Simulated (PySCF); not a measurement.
Compound: C₅H₈O₂.
SMILES: `CC(=O)/C=C(/C)O`

Torsions of this conformer, `[CH3:1][C:2](=[O:3])/[CH:4]=[C:5](/[CH3:6])[OH:7]`: C1–C2–C4–C5 -179°, H–O7–C5–C4 0°.

The closed-shell ground state was solved at several levels (PySCF, density fitting, gas phase, non-relativistic). Isolated species at its PBE0-D3(BJ)/def2-SVP geometry (one conformer only).

```
              level  basis functions  HOMO (eV)  LUMO (eV)  gap (eV)  dipole (D)
  mPW1PW91/pcSseg-2              364      -7.03      -1.27      5.76        3.15
        B3LYP/pcJ-1              269      -6.78      -1.42      5.36        3.12
CAM-B3LYP/def2-SVPD              210      -8.35      -0.20      8.15        3.29
```

Estimate the row for PBE0/pcSseg-1, a basis of 159 functions; the other rows only guide the guess.

HOMO -7.00 eV, LUMO -1.21 eV, gap 5.79 eV, dipole 3.14 D.

Over all these levels, which gives the widest orbital gap and which the narrowest?

CAM-B3LYP/def2-SVPD (range-separated hybrid) has the widest, 8.15 eV, and B3LYP/pcJ-1 (global hybrid, 20 % exact exchange) the narrowest, 5.36 eV. Functional and basis both differ between the two, so the spread mixes both effects.

How far do the dipole and the HOMO energy spread over the levels?

The dipole runs from 3.12 to 3.29 D (mean 3.18 D) and the HOMO from -8.35 to -6.78 eV.
